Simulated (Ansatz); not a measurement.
Sn19H29, relaxed as a doublet with UKS PBE-D4/def2-SVP in Ansatz, starting from a model built from a lattice or polyhedron. Force threshold 0.03 eV/Å.

In the def2 sets Sn takes a core potential; there is no spin–orbit coupling. Single mean-field runs in def2-SVP are fitted with def2-universal-jkfit. Another isomer (doublet) lies 0.24 eV lower at PBE0-D4/def2-SVP; other spin states weren't run for this one.

Start:

Cartesian coordinates in Å:
```
Sn 2.2317 -2.7282 2.9248
Sn -4.0351 -1.4248 1.8425
Sn 3.2034 1.7469 2.7619
Sn -3.0542 3.0813 1.6589
Sn 6.2185 -1.3165 1.1508
Sn 2.9654 -3.0528 -1.5880
Sn 3.9314 1.4190 -1.7456
Sn -0.0607 -0.0040 0.0284
Sn -3.3068 -1.7430 -2.6320
Sn -2.3291 2.7376 -2.8538
Sn -6.2885 1.3613 -1.0689
Sn 4.2861 -0.7986 3.0947
Sn -1.9740 0.5207 2.0476
Sn 1.0435 -2.5478 0.4161
Sn -5.2244 -1.2311 -0.6853
Sn 2.0158 1.9194 0.2283
Sn -4.2533 3.2369 -0.8869
Sn 5.0149 -1.1643 -1.3917
Sn -1.2565 0.1961 -2.4946
H 1.0619 -2.4065 4.1661
H 2.9090 -4.3021 3.1585
H -5.1997 -1.1138 3.0648
H -3.3396 -2.9880 2.0543
H 2.0368 2.0494 3.9634
H 4.4601 2.9114 2.8781
H -4.2012 3.3892 2.8761
H -1.8026 4.2527 1.7821
H 6.8924 -2.8666 1.3790
H 7.4828 -0.1416 1.2399
H 3.6109 -4.6340 -1.3657
H 2.2272 -2.9522 -3.1449
H 5.2216 2.5718 -1.6441
H 3.2181 1.5174 -3.3031
H -2.6515 -3.2976 -2.4584
H -4.0546 -1.6426 -4.2406
H -1.0440 3.9214 -2.7325
H -3.0436 2.8590 -4.4231
H -7.4935 1.6399 0.1550
H -7.0288 1.4275 -2.6079
H 5.0172 -0.8947 4.6799
H -1.1918 0.4311 3.5822
H -0.2082 -3.7552 0.2588
H -6.4753 -2.4310 -0.8008
H 1.3396 3.4942 0.0143
H -4.9088 4.8059 -1.0904
H 6.2009 -1.4583 -2.5946
H -0.0519 -0.1219 -3.6944
H 1.8885 -0.4725 -1.9592
```

```json
{"step": "1", "energy (eV)": "-111275.4186", "largest force component (eV/Å)": "0.758", "SCF passes": "22"}
{"step": "2 (rejected)", "energy (eV)": "-111275.1871", "largest force component (eV/Å)": "0.869", "SCF passes": "27"}
{"step": "3", "energy (eV)": "-111275.5760", "largest force component (eV/Å)": "0.139", "SCF passes": "22"}
{"step": "4", "energy (eV)": "-111275.6150", "largest force component (eV/Å)": "0.155", "SCF passes": "23"}
{"step": "5", "energy (eV)": "-111275.6684", "largest force component (eV/Å)": "0.186", "SCF passes": "23"}
{"step": "6", "energy (eV)": "-111275.7511", "largest force component (eV/Å)": "0.255", "SCF passes": "26"}
{"step": "7", "energy (eV)": "-111275.8290", "largest force component (eV/Å)": "0.107", "SCF passes": "26"}
{"step": "8", "energy (eV)": "-111275.9074", "largest force component (eV/Å)": "0.078", "SCF passes": "22"}
{"step": "9", "energy (eV)": "-111275.9367", "largest force component (eV/Å)": "0.132", "SCF passes": "21"}
{"step": "10", "energy (eV)": "-111275.9459", "largest force component (eV/Å)": "0.256", "SCF passes": "22"}
{"step": "11", "energy (eV)": "-111275.9633", "largest force component (eV/Å)": "0.138", "SCF passes": "22"}
{"step": "12", "energy (eV)": "-111275.9933", "largest force component (eV/Å)": "0.036", "SCF passes": "20"}
{"step": "13", "energy (eV)": "-111276.0212", "largest force component (eV/Å)": "0.082", "SCF passes": "21"}
{"step": "14", "energy (eV)": "-111276.0432", "largest force component (eV/Å)": "0.103", "SCF passes": "21"}
{"step": "15", "energy (eV)": "-111276.0615", "largest force component (eV/Å)": "0.128", "SCF passes": "21"}
{"step": "16", "energy (eV)": "-111276.0812", "largest force component (eV/Å)": "0.180", "SCF passes": "21"}
{"step": "17 (rejected)", "energy (eV)": "-111276.0055", "largest force component (eV/Å)": "0.366", "SCF passes": "21"}
{"step": "18", "energy (eV)": "-111276.1212", "largest force component (eV/Å)": "0.066", "SCF passes": "19"}
{"step": "19", "energy (eV)": "-111276.1397", "largest force component (eV/Å)": "0.024", "SCF passes": "20"}
{"step": "20", "energy (eV)": "-111276.1565", "largest force component (eV/Å)": "0.036", "SCF passes": "20"}
{"step": "21", "energy (eV)": "-111276.1730", "largest force component (eV/Å)": "0.059", "SCF passes": "21"}
{"step": "22", "energy (eV)": "-111276.1874", "largest force component (eV/Å)": "0.074", "SCF passes": "21"}
{"step": "23 (rejected)", "energy (eV)": "-111276.1610", "largest force component (eV/Å)": "0.130", "SCF passes": "21"}
{"step": "24", "energy (eV)": "-111276.1891", "largest force component (eV/Å)": "0.127", "SCF passes": "21"}
{"step": "25", "energy (eV)": "-111276.1967", "largest force component (eV/Å)": "0.078", "SCF passes": "20"}
{"step": "26", "energy (eV)": "-111276.2005", "largest force component (eV/Å)": "0.085", "SCF passes": "20"}
{"step": "27", "energy (eV)": "-111276.2020", "largest force component (eV/Å)": "0.014", "SCF passes": "19"}
```

Force components are those of the run's own axes.

End:

```xyz
48

Sn    1.4224   -2.6271    2.5225
Sn   -3.2243   -1.6455    1.8255
Sn    2.4224    1.9773    2.3410
Sn   -2.2164    2.9672    1.6465
Sn    5.6924   -1.1604    1.9511
Sn    3.5016   -3.2730   -1.4505
Sn    4.5164    1.4025   -1.6361
Sn    0.5844   -0.1960   -1.6374
Sn   -3.7508   -1.7145   -2.5893
Sn   -2.7357    2.9154   -2.7712
Sn   -6.1891    1.3455   -0.1741
Sn    3.2342   -0.5791    3.2098
Sn   -1.2360    0.3205    1.3229
Sn    1.0100   -2.6406   -0.2687
Sn   -5.1509   -1.2744   -0.1885
Sn    2.0064    1.9484   -0.4497
Sn   -4.1523    3.2836   -0.3679
Sn    5.3137   -1.1906   -0.8439
Sn   -1.8091    0.2706   -3.0724
H    -0.0682   -2.5632    3.4090
H     2.1713   -4.1564    2.8980
H    -3.8857   -1.5114    3.4298
H    -2.5191   -3.2248    1.6693
H     1.0573    2.6075    3.2077
H     3.7419    3.0845    2.6124
H    -2.8492    3.2407    3.2447
H    -0.9213    4.0949    1.3883
H     6.2821   -2.6964    2.5100
H     6.8687    0.0382    2.3973
H     4.1726   -4.7642   -0.8557
H     3.3199   -3.4291   -3.1710
H     5.7543    2.5218   -1.1435
H     4.3871    1.4908   -3.3661
H    -2.9467   -3.2535   -2.5133
H    -4.8382   -1.7704   -3.9438
H    -1.3613    3.9790   -2.7987
H    -3.7232    3.3192   -4.1431
H    -7.1351    1.6091    1.2597
H    -7.2606    1.5277   -1.5311
H     3.4334   -0.5538    4.9417
H     0.0483    0.0856    2.5119
H    -0.2249   -3.7908   -0.7036
H    -6.4613   -2.4136   -0.0439
H     1.3510    3.4699   -0.9907
H    -4.8646    4.8734   -0.3327
H     6.8451   -1.5520   -1.5963
H    -1.3312    0.1009   -4.7451
H     1.7183   -0.4934   -2.9709
```

Bonds lost: Sn8–Sn13 (atoms count from 1). Bonds formed: Sn8–H48 (atoms count from 1).

The force fell under the threshold at step 19, but the optimiser went on and released 0.062 eV more. No frequencies were taken in this run, so the end may be a saddle point.

Run time 3.2 min (4 threads of AMD EPYC 7R13 on a shared host and a share (37 GiB) of an NVIDIA H100 80GB HBM3), peak host memory 1.4 GiB.
